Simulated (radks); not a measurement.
The numbers below are computed, except where a source is named.
Problem. Pb+, configuration [Hg] 6p1. Level of theory: Dirac Kohn-Sham, PBEsol, spin-unpolarised, spherical densities, finite nucleus; open shells fill j = l - 1/2 first; Fermi nuclear charge, rms radius 5.5012 fm (a radial shooting solver on a logarithmic mesh with Libxc functionals).

Spin-orbit splittings of the eigenvalues, e(l+1/2) - e(l-1/2), with zeta = 2 splitting/(2l+1) and mean radii in bohr:

| shell | occ. | splitting (eV) | zeta (eV) | <r> j=l-1/2 | <r> j=l+1/2 |
|---|---|---|---|---|---|
| 2p | 6 | 2188 | 1459 | 0.05489 | 0.06380 |
| 3p | 6 | 488.1 | 325.4 | 0.1645 | 0.1807 |
| 3d | 10 | 103.9 | 41.57 | 0.1570 | 0.1619 |
| 4p | 6 | 119.6 | 79.72 | 0.3854 | 0.4200 |
| 4d | 10 | 22.32 | 8.930 | 0.4247 | 0.4358 |
| 4f | 14 | ? | ? | 0.4508 | 0.4572 |
| 5p | 6 | 22.42 | 14.95 | 0.9126 | 1.005 |
| 5d | 10 | 2.595 | 1.038 | 1.276 | 1.324 |
| 6p | 1 | 1.857 | 1.238 | 2.767 | 3.112 |

Estimate the 4f splitting.

Solution. 5.032 eV (zeta = 1.438 eV).
